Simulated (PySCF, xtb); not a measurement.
CH₁₀Si₄, SMILES [SiH3][Si@@H]1C[SiH2][SiH2]1.

GFN2-xTB run with xtb at its own geometry gives an orbital gap of 3.20 eV and a dipole moment of 0.35 D.

The structure is a stationary point at ωB97X-D3(BJ)/def2-SVP. The structure was generated by enumeration; whether it is a known compound was not checked.

Q: What does HF/def2-TZVP run with PySCF give? (Estimate from the structure and the level; the computed values follow.)

A: gap 11.61 eV (levels -9.28 and 2.33 eV), dipole 0.40 D.
